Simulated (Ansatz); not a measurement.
The lowest singlet and triplet of CH2O (SMILES [CH]O); geometries from B3LYP-D3(BJ)/def2-TZVP, each state relaxed from the structure named, with no frequency check.
Singlet at the triplet's geometry (charge 0, multiplicity 1):
```xyz
4

C      0.67007     0.07532    -0.29739
O     -0.54614     0.06642     0.24282
H      1.51498    -0.49276     0.09657
H     -1.16626    -0.49050    -0.25476
```

A positive gap puts the triplet lower; no zero-point energy. R- takes a restricted singlet. The triplet is unrestricted in single-reference levels.

Run with Ansatz (a program for electronic structure). Values without a source in brackets are computed.

Question: One of these levels gives 28.72 kcal/mol for the gap E(singlet) − E(triplet), vertical, at the triplet's geometry. Which one is it?
(A) R-SVWN5/def2-TZVPP
(B) R-PBE/def2-TZVPP
(C) R-HF/cc-pVQZ
(D) R-B3LYP/def2-TZVPP

Answer: C, R-HF/cc-pVQZ. The others give 15.33 (R-SVWN5/def2-TZVPP), 17.51 (R-PBE/def2-TZVPP), 14.08 (R-B3LYP/def2-TZVPP)

Doubts at one or more of the structures used: a restricted determinant that unrestricted orbitals would lower (R-HF/cc-pVQZ, R-SVWN5/def2-TZVPP, R-PBE/def2-TZVPP, R-B3LYP/def2-TZVPP).
